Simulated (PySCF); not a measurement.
```xyz
4
charge 1 multiplicity 1, angstrom
Se    0.0000    0.0000   -1.1000
Ag    0.0000    0.0000    1.3991
Ag    2.3726    0.0000   -0.2886
Ag   -2.3726    0.0000   -0.2886
```

Level of theory: PBE0 in PySCF with Se def2-SVP, Ag def2-SVP with ECP28; scalar-relativistic core potentials, no spin–orbit coupling; density-fitted integrals.

This geometry of Ag₃Se⁺ is a stationary point at this level.

What is the point group?

C2v.

Is it a minimum?

No: it has 1 imaginary mode, at 51i cm⁻¹ (b1).

Which band is strongest in the infrared?

225 cm⁻¹ (b2), 16 km/mol.

What are the dipole moment and the gap between the highest occupied and lowest empty levels?

3.09 D about the centre of mass and 3.16 eV.

Stability towards spin polarisation was not tested. Other isomers or separated fragments may lie lower. At this level a singlet minimum of C3v symmetry lies 48 kJ/mol below this structure.
